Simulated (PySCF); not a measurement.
Simulation results for C2H9AlGe

Calculation on a computer-drawn molecule: the log of a Hartree-Fock and frozen-core CCSD(T) single point meant for a local Hartree-Fock minimum, with one planted fault or none, to be diagnosed. Offsets are logged minus clean, where the clean run is the same molecule without the fault. The reference is restricted for singlets and unrestricted otherwise, and also for a bond in bohr or an excited solution. Adding or removing an electron swaps singlet and doublet. The excited solution moves the top pair (singlet) or top alpha electron (doublet) to the lowest empty orbital. Highest occupied and lowest empty are orbital energies over both spins, largest force is the largest gradient component, triples share is (T) over the correlation energy, the T1 limit is 0.02 restricted and 0.045 unrestricted, electrons count all cores, a negative frequency is imaginary (commonest isotopes), and the dipole is about the centre of nuclear charge; on germanium a core potential holds 10 electrons, which the energies leave out, and 3d is frozen in MP2 and coupled-cluster steps. Program: PySCF 2.14.0.

```xyz
13
formula=C2H9AlGe meant_charge=0 meant_multiplicity=1 meant_basis=cc-pV(D+d)Z meant_basis_and_core_potential_on_germanium=cc-pVDZ-PP_ECP10MDF logged_electrons=67 logged_basis_functions=119 logged_SCF_converged=yes logged_spin_squared=0.7659 logged_highest_occupied=0.49045 logged_lowest_empty=7.3793 logged_largest_force=0.016896 logged_T1_diagnostic=0.011883 logged_D1_diagnostic=0.041865 logged_triples_share=0.0284 logged_CC_converged=yes logged_dipole_magnitude=10.627 logged_SCF_stable_within_its_kind=yes logged_energy_HF=-616.20799 logged_energy_CCSD(T)=-616.76887 possible_faults=no_fault,one_electron_removed,one_electron_added,multiplicity_raised_by_two,geometry_at_a_saddle_point,SCF_held_on_an_excited_solution,minimal_basis_STO-3G,one_bond_length_entered_in_bohr,all_coordinates_scaled planted_fault=one_electron_added HF_energy_offset_from_clean_run=23.05 CCSD(T)_energy_offset_from_clean_run=11.95
Al    -1.1459     0.0669     0.6096
C      0.6400     0.9184     0.6203
C      1.8432     0.0143     0.9629
Ge     2.2132    -1.3124    -0.4420
H     -1.4507    -1.1423     1.5870
H     -2.3040     0.6478    -0.3015
H      0.8076     1.4361    -0.3327
H      0.5726     1.7296     1.3636
H      1.6689    -0.5339     1.8936
H      2.7557     0.5991     1.1159
H      2.7579    -0.6336    -1.7063
H      3.2060    -2.3869     0.0159
H      0.8849    -2.0030    -0.8228
```

Units: logged_highest_occupied, logged_lowest_empty in eV; logged_largest_force in hartree/bohr; logged_dipole_magnitude in debye; logged_energy_HF, logged_energy_CCSD(T) in hartree; HF_energy_offset_from_clean_run, CCSD(T)_energy_offset_from_clean_run in kcal/mol.

Drawn bonds:
```csv
atom,other atom,order
1,2,1
2,3,1
3,4,1
1,5,1
1,6,1
2,7,1
2,8,1
3,9,1
3,10,1
4,11,1
4,12,1
4,13,1
```

Notes: highest electron not bound in this basis.
